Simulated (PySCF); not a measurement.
Correlation energy of Al³⁺ (aluminium, charge +3)

[Ne], closed-shell 1S. Computed with PySCF 2.14 in aug-cc-pCVTZ-DK (8s7p5d3f, 75 functions), with the spin-free X2C one-electron Hamiltonian (Gaussian nucleus). Frozen: 1s2; 8 electrons correlated.

MP2 pair energies summed by pair of shells (mhartree):

```tsv
pair	energy	share (%)
2p-2p	-191.24	72.1
2s-2p	-63.81	24.1
2s-2s	-10.09	3.8
```

Total MP2 correlation energy: -265.13 mhartree.

Same-spin part -68.39 and opposite-spin part -196.74 mhartree; SCS-MP2 scales them by 1/3 and 6/5 to -258.89 mhartree.
